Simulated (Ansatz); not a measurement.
Reaction (cleavage of the Si–Si bond): `[SiH3][SiH]1CCS1` + `CB(N)O` → `CB(N)O[SiH3]` + `C1CS[SiH2]1`

Computed with Ansatz on PBE0-D4/def2-TZVP structures; ΔE is electronic, products minus reactants. CCSD(T)/CBS is the MP2 limit (def2-TZVPP, def2-QZVPP) plus CCSD(T) − MP2 in def2-TZVPP, frozen cores. This one scheme is used for every species. DFT in def2-TZVPP. B3LYP here is the variant with VWN-RPA as its local correlation; programs differ in this. Each species was taken in one conformer, which may not be the lowest.

`[SiH3][SiH]1CCS1`:

Z-matrix (Å, degrees):
```
Si
Si 1 2.341
H 1 1.490 2 111.6
H 1 1.488 2 110.1 3 120.7
H 1 1.488 2 109.1 3 -120.0
C 2 1.886 1 115.9 3 80.3
S 2 2.146 1 112.8 3 172.9
H 2 1.491 1 110.3 3 -56.0
C 6 1.540 2 93.2 1 96.5
H 6 1.092 2 110.0 1 -150.0
H 6 1.091 2 119.3 1 -23.7
H 9 1.090 6 111.9 2 -98.7
H 9 1.090 6 114.3 2 137.2
```

`CB(N)O`:

```xyz
10

C     0.399    0.566    0.984
B     0.006   -0.285   -0.286
N    -1.104    0.033   -1.083
O     0.740   -1.387   -0.672
H     1.411    0.973    0.884
H    -0.273    1.407    1.168
H     0.401   -0.054    1.886
H    -1.356   -0.508   -1.892
H    -1.708    0.811   -0.896
H     1.484   -1.557   -0.093
```

`CB(N)O[SiH3]`:

Cartesian coordinates in Å:
```
C -1.404 0.018 -0.537
B 0.091 -0.482 -0.576
N 0.548 -1.388 -1.542
O 1.017 -0.043 0.351
Si 0.921 0.988 1.620
H -1.452 1.109 -0.628
H -2.026 -0.406 -1.328
H -1.872 -0.231 0.421
H 1.501 -1.708 -1.566
H -0.040 -1.769 -2.260
H -0.063 0.506 2.628
H 2.265 1.056 2.241
H 0.514 2.349 1.176
```

`C1CS[SiH2]1`:

```xyz
10

C     0.761    0.120    0.354
C     0.270    0.680   -0.997
S    -1.563    0.412   -0.927
Si   -0.858   -0.765    0.710
H     1.672   -0.474    0.282
H     0.931    0.924    1.073
H     0.482    1.739   -1.144
H     0.675    0.123   -1.842
H    -1.515   -0.525    2.023
H    -0.855   -2.235    0.470
```

```csv
level,ΔE (kJ/mol),difference from CCSD(T)/CBS
r2SCAN-D4,-80.2,6.4
B3LYP-D4,-86.0,0.6
ωB97X-V,-85.7,0.9
B2PLYP,-91.4,-4.8
PBE,-61.5,25.1
r2SCAN,-80.5,6.1
PBE0,-69.9,16.7
B3LYP,-88.1,-1.5
HF/def2-TZVPP,-114.2,-27.6
CCSD/def2-TZVPP,-90.8,-4.2
CCSD(T)/def2-TZVPP,-86.9,-0.3
HF/def2-QZVPP,-116.2,-29.6
MP2/def2-QZVPP,-93.1,-6.5
HF/CBS(def2),-116.5,-29.9
MP2/CBS(def2),-92.2,-5.6
CCSD/CBS(def2),-90.6,-4.0
CCSD(T)/CBS,-86.6,0
```

Largest T1 diagnostic among the species: 0.012.

In def2-TZVPP, CCSD(T) changes the Hartree–Fock value by +27.3 kJ/mol (the triples alone add +3.9 kJ/mol) and MP2 by +21.7 kJ/mol. From PBE to PBE0 (25 % exact exchange), in def2-TZVPP and without D4, ΔE moves by −8.4 kJ/mol.
